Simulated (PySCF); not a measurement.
C3H5O (SMILES [CH2]C(C)=O), doublet, at a GFN2-xTB geometry; PySCF with DF-REVPBE/STO-3G.

PySCF was given this input:
```python
from pyscf import gto, scf, dft

mol = gto.M(
    atom='''
O     0.253309    0.185265    1.342228
C     0.029683    0.074760    0.137911
C    -0.050627    1.204155   -0.721500
C    -0.176417   -1.273658   -0.516814
H    -0.094675   -2.061920    0.225998
H    -0.246583    1.097264   -1.773129
H     0.086963    2.191279   -0.316161
H     0.572085   -1.426964   -1.291670
H    -1.160096   -1.313318   -0.980454
''',
    basis='sto-3g',
    charge=0,
    spin=1,
    verbose=4,
)

mf = dft.UKS(mol)
mf.xc = 'revpbe'
mf = mf.density_fit(auxbasis='def2-universal-jkfit')
mf.kernel()
```

Problem. Write the output that PySCF gives for this input, abridged.

Solution. 
```
PySCF version 2.14.0

[INPUT] verbose = 4
[INPUT] num. atoms = 9
[INPUT] num. electrons = 31
[INPUT] charge = 0
[INPUT] spin (= nelec alpha-beta = 2S) = 1
[INPUT] symmetry False subgroup None
[INPUT] Mole.unit = angstrom
[INPUT] Symbol           X                Y                Z      unit          X                Y                Z       unit  Magmom
[INPUT]  1 O      0.253309000000   0.185265000000   1.342228000000 AA    0.478684634887   0.350100110468   2.536443316723 Bohr   0.0
[INPUT]  2 C      0.029683000000   0.074760000000   0.137911000000 AA    0.056092740555   0.141275925072   0.260614019565 Bohr   0.0
[INPUT]  3 C     -0.050627000000   1.204155000000  -0.721500000000 AA   -0.095671164508   2.275523161526  -1.363437398874 Bohr   0.0
[INPUT]  4 C     -0.176417000000  -1.273658000000  -0.516814000000 AA   -0.333379813717  -2.406864796361  -0.976636917341 Bohr   0.0
[INPUT]  5 H     -0.094675000000  -2.061920000000   0.225998000000 AA   -0.178909820843  -3.896464090763   0.427074324699 Bohr   0.0
[INPUT]  6 H     -0.246583000000   1.097264000000  -1.773129000000 AA   -0.465974336974   2.073528446345  -3.350728193524 Bohr   0.0
[INPUT]  7 H      0.086963000000   2.191279000000  -0.316161000000 AA    0.164336252971   4.140917172511  -0.597457701269 Bohr   0.0
[INPUT]  8 H      0.572085000000  -1.426964000000  -1.291670000000 AA    1.081083969972  -2.696571149614  -2.440902543317 Bohr   0.0
[INPUT]  9 H     -1.160096000000  -1.313318000000  -0.980454000000 AA   -2.192263718203  -2.481811334462  -1.852789537734 Bohr   0.0

nuclear repulsion = 112.598359307182
number of shells = 17
number of NR pGTOs = 75
number of NR cGTOs = 25
basis = sto-3g
ecp = {}

******** <class 'pyscf.df.df_jk.DFUKS'> ********
method = DFUKS
initial guess = minao
damping factor = 0
level_shift factor = 0
DIIS = <class 'pyscf.scf.diis.CDIIS'>
diis_start_cycle = 1
diis_space = 8
diis_damp = 0
SCF conv_tol = 1e-09
SCF conv_tol_grad = None
SCF max_cycles = 50
direct_scf = False
number electrons alpha = 16  beta = 15
XC library pyscf.dft.libxc version 7.1.2
    S. Lehtola, C. Steigemann, M. J. T. Oliveira, and M. A. L. Marques,  SoftwareX 7, 1–5 (2018)
XC functionals = revpbe
    Y. Zhang and W. Yang,  Phys. Rev. Lett. 80, 890 (1998)
    J. P. Perdew, K. Burke, and M. Ernzerhof,  Phys. Rev. Lett. 77, 3865 (1996)
    J. P. Perdew, K. Burke, and M. Ernzerhof,  Phys. Rev. Lett. 78, 1396 (1997)
radial grids:
    Treutler-Ahlrichs [JCP 102, 346 (1995); DOI:10.1063/1.469408] (M4) radial grids

becke partition: Becke, JCP 88, 2547 (1988); DOI:10.1063/1.454033
pruning grids: <function nwchem_prune>
grids dens level: 3
symmetrized grids: False
atomic radii adjust function: <function treutler_atomic_radii_adjust>
small_rho_cutoff = 0
Set gradient conv threshold to 3.16228e-05
tot grids = 105480
init E= -190.34974615814

cycle= 1 E= -189.815787340017  delta_E= 0.534  |g|= 0.446  |ddm|= 2.73
cycle= 2 E= -188.035856263795  delta_E= 1.78  |g|= 1.64  |ddm|= 2.56
cycle= 3 E= -189.951336723178  delta_E= -1.92  |g|= 0.151  |ddm|=  2.2
cycle= 4 E= -189.773583666996  delta_E= 0.178  |g|= 0.458  |ddm|= 1.52
cycle= 5 E= -189.96515273607  delta_E= -0.192  |g|= 0.041  |ddm|=  1.5
cycle= 6 E= -189.965941225974  delta_E= -0.000788  |g|= 0.031  |ddm|= 0.0786
cycle= 7 E= -189.966542381573  delta_E= -0.000601  |g|= 0.00745  |ddm|= 0.0386
cycle= 8 E= -189.966572909697  delta_E= -3.05e-05  |g|= 0.00268  |ddm|= 0.00725
cycle= 9 E= -189.966578283504  delta_E= -5.37e-06  |g|= 0.000408  |ddm|= 0.00374
cycle= 10 E= -189.966578388435  delta_E= -1.05e-07  |g|= 4.71e-05  |ddm|= 0.000587
cycle= 11 E= -189.966578391414  delta_E= -2.98e-09  |g|= 1.86e-05  |ddm|= 0.000145
cycle= 12 E= -189.966578391702  delta_E= -2.88e-10  |g|= 4.3e-06  |ddm|= 3.27e-05
Extra cycle  E= -189.966578391642  delta_E= 6.01e-11  |g|= 1.06e-05  |ddm|= 2.19e-05
converged SCF energy = -189.966578391642  <S^2> = 0.76411942  2S+1 = 2.0140699
```
